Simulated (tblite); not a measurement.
A geometry optimisation, step by step.

C6H13BNP.
Atom-mapped SMILES: `[CH2:1]=[C:2]([CH2:3]/[CH:4]=[N:5]/[CH3:6])[B:7]([CH3:8])[PH2:9]` (hydrogens: H10, H11 on C1; H12, H13 on C3; H14 on C4; H15, H16, H17 on C6; H18, H19, H20 on C8; H21, H22 on P9)

Computed with GFN2-xTB (tblite), gas phase: L-BFGS steps from a force-field or distance-geometry start until the largest atomic force falls under 0.01 eV/Å. 5 of its 201 geometries are shown.

Step 0: E = -708.3669 eV, largest atomic force 2.484 eV/Å
```
atom  x, y, z in Å  |  force x, y, z in eV/Å
C1      1.467   -1.224    1.752   -0.563   0.445  -0.857
C2      0.853   -0.805    0.624    1.633   0.906   1.332
C3     -0.443   -1.309    0.172   -1.611  -0.904   1.661
C4     -1.480   -0.243    0.032   -2.352  -0.249   0.203
N5     -2.731   -0.431    0.263    1.566  -0.098  -0.124
C6     -3.705    0.623    0.117    1.029   0.427  -0.526
B7      1.576    0.269   -0.257   -0.185  -0.050  -0.748
C8      2.376   -0.259   -1.501    0.988   0.290   0.037
P9      1.574    2.134    0.146   -0.425   1.037   1.018
H10     2.430   -0.777    1.994   -0.350  -0.370   0.196
H11     1.022   -1.964    2.417    0.333   0.257  -0.258
H12    -0.827   -1.977    1.000    0.155   0.094  -1.074
H13    -0.289   -1.853   -0.746   -0.294  -0.256  -0.377
H14    -1.150    0.742   -0.258    0.508   0.610  -0.312
H15    -4.556    0.219   -0.452    0.192   0.139   0.501
H16    -3.987    0.992    1.121   -0.079  -0.341  -0.577
H17    -3.270    1.485   -0.472   -0.412  -0.435   0.504
H18     1.750   -0.290   -2.409    0.343  -0.124   0.447
H19     2.821   -1.260   -1.300   -0.288   0.704  -0.486
H20     3.186    0.492   -1.690   -0.376  -0.859  -0.224
H21     2.841    2.695   -0.284   -1.146  -0.537  -0.609
H22     0.533    2.759   -0.673    1.335  -0.686   0.272
```

Step 50: E = -709.3878 eV, largest atomic force 0.150 eV/Å
```
atom  x, y, z in Å  |  force x, y, z in eV/Å
C1      1.213   -1.039    1.903   -0.025   0.100   0.056
C2      0.879   -0.686    0.666    0.045  -0.034   0.028
C3     -0.371   -1.300    0.064    0.111  -0.022  -0.016
C4     -1.401   -0.248   -0.152    0.094  -0.007   0.038
N5     -2.513   -0.339    0.412   -0.081  -0.034  -0.016
C6     -3.531    0.639    0.216   -0.045  -0.012  -0.045
B7      1.713    0.280   -0.242   -0.046  -0.139  -0.031
C8      2.410   -0.263   -1.553    0.011  -0.025   0.034
P9      1.956    2.091    0.223    0.072   0.005   0.068
H10     2.103   -0.662    2.381   -0.015   0.037   0.010
H11     0.606   -1.723    2.479    0.117   0.013  -0.023
H12    -0.790   -2.063    0.723    0.048   0.034  -0.060
H13    -0.103   -1.749   -0.895   -0.051  -0.042  -0.080
H14    -1.103    0.599   -0.794   -0.027   0.015  -0.002
H15    -4.280    0.199   -0.443   -0.106   0.017  -0.035
H16    -4.010    0.829    1.176    0.040   0.093   0.008
H17    -3.170    1.575   -0.234   -0.011  -0.003   0.042
H18     1.670   -0.284   -2.357    0.088   0.013   0.000
H19     2.789   -1.279   -1.454   -0.050  -0.016   0.008
H20     3.235    0.367   -1.886   -0.074  -0.005  -0.040
H21     2.047    2.626   -1.052   -0.034  -0.005   0.015
H22     0.639    2.450    0.418   -0.057   0.018   0.042
```

Step 100: E = -709.4465 eV, largest atomic force 0.082 eV/Å
```
atom  x, y, z in Å  |  force x, y, z in eV/Å
C1      1.115   -0.837    1.956    0.001   0.030  -0.022
C2      0.868   -0.683    0.656    0.006  -0.007  -0.081
C3     -0.325   -1.382    0.030   -0.020   0.022   0.009
C4     -1.374   -0.348   -0.221    0.011   0.024   0.016
N5     -2.499   -0.415    0.327    0.031   0.024   0.011
C6     -3.476    0.611    0.149    0.000  -0.037  -0.011
B7      1.724    0.239   -0.268    0.014  -0.001   0.006
C8      2.292   -0.255   -1.659   -0.018   0.009   0.019
P9      2.153    1.974    0.354   -0.028  -0.036  -0.007
H10     1.951   -0.341    2.426   -0.050  -0.007  -0.007
H11     0.516   -1.476    2.588    0.043  -0.010  -0.024
H12    -0.731   -2.143    0.696   -0.007  -0.006  -0.015
H13    -0.029   -1.842   -0.918   -0.010   0.034   0.036
H14    -1.072    0.496   -0.868    0.019  -0.037   0.005
H15    -4.367    0.160   -0.290   -0.035  -0.009   0.008
H16    -3.744    0.985    1.138   -0.016   0.016  -0.023
H17    -3.148    1.448   -0.484    0.057  -0.037   0.012
H18     1.522   -0.191   -2.430   -0.034  -0.007   0.036
H19     2.611   -1.296   -1.631    0.005   0.032  -0.016
H20     3.126    0.351   -2.013   -0.005  -0.048   0.031
H21     1.954    2.661   -0.830    0.026   0.019  -0.001
H22     0.922    2.306    0.891    0.010   0.028   0.017
```

Step 150: E = -709.4694 eV, largest atomic force 0.030 eV/Å
```
atom  x, y, z in Å  |  force x, y, z in eV/Å
C1      1.101   -0.759    1.992    0.008  -0.004   0.002
C2      0.848   -0.632    0.689   -0.002  -0.013   0.010
C3     -0.309   -1.401    0.086   -0.008  -0.007  -0.006
C4     -1.389   -0.430   -0.254   -0.007   0.004  -0.006
N5     -2.496   -0.450    0.333    0.016   0.024  -0.009
C6     -3.498    0.521    0.029    0.000  -0.001  -0.016
B7      1.717    0.277   -0.230   -0.005   0.006  -0.003
C8      2.068   -0.152   -1.710   -0.003   0.001   0.000
P9      2.486    1.850    0.483    0.014  -0.009  -0.016
H10     1.909   -0.220    2.464   -0.020   0.006  -0.021
H11     0.536   -1.425    2.627    0.010   0.009   0.009
H12    -0.704   -2.136    0.787    0.005  -0.001   0.019
H13     0.019   -1.904   -0.826    0.008   0.000  -0.008
H14    -1.132    0.322   -1.021   -0.003   0.000   0.013
H15    -4.422   -0.002   -0.221    0.006  -0.011   0.000
H16    -3.683    1.113    0.927   -0.004  -0.010  -0.008
H17    -3.221    1.191   -0.798   -0.006   0.011   0.019
H18     1.217    0.038   -2.367    0.008  -0.009   0.011
H19     2.287   -1.216   -1.796   -0.014   0.005  -0.001
H20     2.912    0.396   -2.124    0.005   0.006  -0.007
H21     2.351    2.670   -0.622    0.012   0.001   0.006
H22     1.394    2.369    1.152   -0.018  -0.008   0.010
```

Step 200: E = -709.4745 eV, largest atomic force 0.008 eV/Å
```
atom  x, y, z in Å  |  force x, y, z in eV/Å
C1      1.147   -0.721    2.009    0.003  -0.002   0.000
C2      0.863   -0.607    0.710   -0.002   0.001   0.001
C3     -0.318   -1.368    0.144   -0.004   0.005  -0.003
C4     -1.398   -0.401   -0.209    0.001   0.005   0.001
N5     -2.544   -0.490    0.289    0.006  -0.004  -0.003
C6     -3.561    0.456   -0.045    0.007  -0.003   0.001
B7      1.734    0.275   -0.234    0.000   0.003  -0.002
C8      1.985   -0.129   -1.740   -0.003  -0.003  -0.003
P9      2.642    1.769    0.482    0.004   0.006   0.004
H10     1.973   -0.181    2.448    0.000   0.001   0.002
H11     0.594   -1.368    2.671   -0.004  -0.002   0.000
H12    -0.711   -2.086    0.864    0.003   0.000  -0.004
H13    -0.009   -1.895   -0.763   -0.001   0.004   0.002
H14    -1.110    0.403   -0.909    0.002  -0.003   0.002
H15    -4.405   -0.086   -0.473    0.001   0.001   0.004
H16    -3.902    0.929    0.877   -0.002  -0.003  -0.002
H17    -3.227    1.230   -0.751   -0.003   0.004  -0.002
H18     1.115    0.125   -2.346   -0.003  -0.004   0.004
H19     2.140   -1.200   -1.865   -0.002  -0.002  -0.001
H20     2.836    0.386   -2.184    0.001  -0.003   0.002
H21     2.525    2.632   -0.592   -0.001  -0.001   0.003
H22     1.620    2.344    1.214   -0.001  -0.002  -0.004
```

Task: Summarise the path.

Result: The energy falls by 1.1076 eV from step 0 to step 200; nine tenths of that is first reached at step 47. It rises by more than 0.2 meV at step 45. The largest force goes from 2.484 to 0.008 eV/Å. Among the bonds P9–H22 changes most, from 1.464 to 1.382 Å; the atoms move by 0.724 Å rms after alignment.

Task: Follow the three bonds and two angles with the largest change from start to end.

Result: 
```tsv
step	E above end (eV)	largest force (eV/Å)	P9–H22 (Å)	P9–H21 (Å)	C2–C3 (Å)	H21–P9–H22 (°)	B7–P9–H21 (°)
0	1.1076	2.484	1.464	1.451	1.463	106.9	108.3
9	0.2940	0.172	1.387	1.387	1.510	90.5	98.2
17	0.2632	0.149	1.388	1.389	1.507	92.4	96.4
26	0.2347	0.124	1.387	1.391	1.509	91.3	97.6
35	0.1895	0.162	1.389	1.395	1.517	93.5	97.8
43	0.1278	0.194	1.390	1.385	1.514	93.3	96.9
52	0.0750	0.159	1.379	1.381	1.514	95.5	99.2
61	0.0543	0.079	1.382	1.384	1.516	94.9	98.7
70	0.0474	0.062	1.383	1.384	1.514	95.7	98.2
78	0.0433	0.049	1.384	1.385	1.515	95.1	98.7
87	0.0380	0.053	1.383	1.383	1.514	95.2	99.3
96	0.0338	0.083	1.381	1.381	1.514	95.2	98.6
104	0.0229	0.064	1.381	1.382	1.515	94.8	98.7
113	0.0134	0.128	1.382	1.382	1.515	95.3	99.5
122	0.0100	0.032	1.383	1.383	1.516	95.0	99.1
130	0.0089	0.020	1.382	1.382	1.515	95.1	99.3
139	0.0074	0.037	1.381	1.381	1.516	94.9	99.0
148	0.0056	0.040	1.382	1.382	1.516	95.1	98.7
157	0.0042	0.022	1.382	1.383	1.515	95.2	99.1
165	0.0033	0.026	1.383	1.382	1.514	95.1	98.9
174	0.0022	0.034	1.383	1.382	1.514	94.9	99.2
183	0.0011	0.014	1.382	1.382	1.514	95.2	99.3
191	0.0006	0.025	1.382	1.382	1.515	95.0	99.3
200	0.0000	0.008	1.382	1.382	1.514	95.1	99.1
```

What follows is the cost of the whole relaxation. The run took 7.3 s wall, 5.7 s CPU on one thread of an Intel Xeon at 2.50 GHz, on a shared host.
